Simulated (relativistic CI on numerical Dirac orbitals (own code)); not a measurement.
# Calculated levels, Tm LI

These numbers are calculated, not measured: Dirac-Coulomb-Breit CI, KLI orbitals optimised for each configuration, model QED (radiative potential, 1s self-energy scaled to tabulated hydrogen-like ionisation energies), unscaled Slater integrals (own radial code, finite nucleus).

Configuration list (outside the closed core [Ne]): 3s²3p⁶3d, 3s²3p⁵3d², 3s3p⁶3d², 3s²3p⁶4s, 3s²3p⁶4p, 3s²3p⁶4d, 3s²3p⁵3d4s, 3s²3p⁶4f, 3s²3p⁵3d4p, 3s²3p⁵3d4d, 3s3p⁶3d4s, 3p⁶3d²4p, 3s²3p⁵3d4f, 3s3p⁶3d4p, 3s3p⁶3d4d, 3s²3p⁶5s, 3s3p⁶3d4f, 3s²3p⁶5p, 3s²3p⁶5d, 3s²3p⁶5f, 3s²3p⁶5g, 3p⁶3d³, 3p⁵3d⁴, 3p⁵3d³4s, 3p⁶3d²4s, 3p⁵3d²4s², 3p⁶3d²4d, 3p⁵3d³4d, 3p⁵3d²4s4d. Double excitations out of closed p, d and f shells are left out; levels of such configurations are missing from the list, as are those of other unlisted configurations, and high levels can miss mixing partners. These lack a partner that the ground configuration has and come out too high: 3s²3p⁵3d4p, 3s²3p⁵3d4f.

The lowest level is 3s²3p⁶3d ²D3/2, with 100 % of that term; Hund's rules for 3s²3p⁶3d give ²D with J = 3/2, in agreement.

```
No.  Configuration  Term     J  E (10³ cm⁻¹)    %  Next component (%)  Landé g  Lifetime (s)
  1       3s²3p⁶3d    ²D   3/2           0.0  100                        0.789              
  2       3s²3p⁶3d    ²D   5/2         448.3  100                        1.190      1.04e-06
  3      3s²3p⁵3d²   ⁴D°   3/2        1861.0   42              25 ⁴F°    0.962      5.28e-10
  4      3s²3p⁵3d²   ⁴D°   1/2        1867.9   85              14 ²P°    0.117      1.58e-10
  5      3s²3p⁵3d²   ⁴F°   5/2        1913.1   35              22 ²D°    1.007      2.62e-10
  6      3s²3p⁵3d²   ²G°   7/2        1935.3   34              32 ⁴G°    1.010      1.16e-07
  7      3s²3p⁵3d²   ²P°   3/2        2096.2   28              26 ⁴P°    1.338      3.18e-09
  8      3s²3p⁵3d²   ⁴D°   5/2        2267.7   50              21 ²F°    1.259      4.53e-08
  9      3s²3p⁵3d²   ⁴G°   9/2        2303.0   71              18 ²G°    1.167      1.01e-06
 10      3s²3p⁵3d²   ⁴F°   7/2        2322.8   45              34 ⁴D°    1.251      1.40e-10
 11      3s²3p⁵3d²   ⁴D°   3/2        2352.7   45              34 ²D°    1.077      6.10e-11
 12      3s²3p⁵3d²   ⁴P°   5/2        2368.3   43              30 ²F°    1.231      2.32e-10
 13      3s²3p⁵3d²   ²H°  11/2        2382.9   64              36 ⁴G°    1.147      2.30e-04
 14      3s²3p⁵3d²   ²G°   7/2        2394.9   42              32 ²F°    1.085      1.37e-09
 15      3s²3p⁵3d²   ⁴P°   1/2        2443.6   33              30 ²S°    1.632      1.18e-08
 16      3s²3p⁵3d²   ²F°   7/2        2475.1   39              28 ⁴D°    1.148      3.10e-09
 17      3s²3p⁵3d²   ⁴D°   5/2        2490.4   47              39 ²D°    1.240      2.08e-10
 18      3s²3p⁵3d²   ²G°   9/2        2513.2   58              23 ⁴F°    1.115      1.17e-05
 19      3s²3p⁵3d²   ⁴S°   3/2        2513.9   33              31 ²D°    1.410      1.33e-09
 20      3s²3p⁵3d²   ²D°   3/2        2646.3   41              28 ⁴F°    0.860      1.64e-12
 21      3s²3p⁵3d²   ²F°   5/2        2710.0   79              10 ²D°    0.862      1.10e-12
 22      3s²3p⁵3d²   ⁴G°  11/2        2757.9   64              36 ²H°    1.196      6.39e-07
 23      3s²3p⁵3d²   ²P°   1/2        2762.1   72              20 ⁴D°    0.667      1.06e-12
 24      3s²3p⁵3d²   ²D°   5/2        2810.9   49              22 ²F°    1.199      9.99e-11
 25      3s²3p⁵3d²   ²G°   9/2        2839.5   46              42 ⁴F°    1.172      5.00e-07
 26      3s²3p⁵3d²   ²F°   7/2        2857.7   51              39 ⁴D°    1.225      1.25e-11
 27      3s²3p⁵3d²   ²P°   1/2        2914.9   56              29 ²S°    1.142      2.04e-11
 28      3s²3p⁵3d²   ²F°   7/2        3034.4   40              29 ⁴D°    1.143      3.31e-12
 29      3s²3p⁵3d²   ²P°   3/2        3092.2   54              27 ²D°    1.265      3.14e-11
 30      3s²3p⁵3d²   ²D°   5/2        3158.4   50              18 ⁴D°    1.166      1.03e-12
```

Energies count from the lowest computed level; ° marks odd parity; lifetimes are radiative, by E1, M1, E2, M2, E3 decay to levels of this space only.

The mean weight of the leading LS term, summed over parents, in these 30 levels is 53 %, and that of the leading jj configuration (from the same eigenvectors) 96 %, so jj coupling describes them better and the LS labels are nominal.

At this charge energies of transitions that change n are usually good to better than 1 %, and those within a shell (Δn = 0) to a few per cent.

LS names give the leading component of a level, which can be under half, so a name can repeat, a term be missing and a line seem to break the LS rules.
